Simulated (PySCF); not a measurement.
# Core binding energy against partial charge

Compound: C3H3BF2.
Bonds: C1–C2, C2–C3 (triple), C3–B4, B4–F5, B4–F6. Hydrogens: H7, H8, H9 on C1.

Binding energies: PySCF 2.14.0, delta-SCF UKS SCAN, pcX-2 on the ionised atom, pcseg-1 elsewhere, spin-free X2C. Charges: PBE0/pcSseg-1 ground-state density, for the ionised atom.

| atom | environment | C 1s (eV) | Mulliken (e) | IAO (e) | Hirshfeld (e) | ESP (e) |
| --- | --- | --- | --- | --- | --- | --- |
| C3 | alkyne carbon | 290.36 | -0.250 | -0.251 | -0.162 | -0.675 |
| C2 | alkyne carbon | 291.31 | -0.154 | +0.047 | +0.003 | +0.341 |
| C1 | propargylic carbon | 292.18 | -0.190 | -0.433 | -0.086 | -0.556 |

**Question.** How well does each charge scheme correlate with the binding energies over these sites?

**Answer.** Mulliken: r = 0.64, slope 12.1 eV per e; Hirshfeld: r = 0.48, slope 5.3 eV per e; ESP: r = 0.13, slope 0.2 eV per e; IAO: r = -0.35, slope -1.3 eV per e. Mulliken charges have the highest r, on only 3 points.

**Question.** The point-charge model writes a binding energy as kq + V + constant, with V the potential of the other atoms' charges at the site. What does it give with the ESP charges?

**Answer.** V = Σ 14.40 eV Å × q/r over all other atoms: +8.99 eV at C3, -7.08 eV at C2, +8.77 eV at C1. Fitting binding energy − V to q gives k = 16.7 eV per e and leaves an rms residual of 0.02 eV, against 0.74 eV for the fit on q alone. The model has no term for differences in relaxation between sites.

Spin contamination (⟨S²⟩ against 0.75 for a pure doublet) is marked for C 1s of C2 (0.88), which makes this value less certain. Isolated species at its PBE0-D3(BJ)/def2-SVP geometry, gas phase.
